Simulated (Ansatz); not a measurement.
CH₃AlClFSe, SMILES `C[Se][Al]([F])[Cl]` from Hartree–Fock to CCSD(T)

Z-matrix (Å, degrees):
```
C
Se 1 1.967
H 1 1.088 2 105.5
H 1 1.086 2 110.4 3 -118.7
H 1 1.086 2 110.4 3 118.7
Al 2 2.281 1 98.2 3 -179.2
Cl 6 2.084 2 121.8 1 0.1
F 6 1.640 2 119.6 1 -179.9
```

The species carries charge 0 and has multiplicity 1. Correlated methods include outer-core shells of Se, which these sets cover unevenly. Scalar relativity is left out up to krypton. All single points use the PBE0-D4/def2-TZVP geometry. It is one conformer, not always the lowest. Frozen core, restricted reference, Ansatz.

```tsv
basis	HF (Eh)	MP2 corr.
def2-SVP	-3239.88415	-0.75095
def2-TZVPP	-3240.60050	-0.95561
def2-QZVPP	-3240.67447	-1.32102
```

Q: Estimate the CCSD correlation energy and the (T) correction in each basis where they were run (hartree).

A: 
```
     basis  CCSD corr.       (T)
  def2-SVP    -0.78350  -0.01808
def2-TZVPP    -0.98867  -0.03687
```
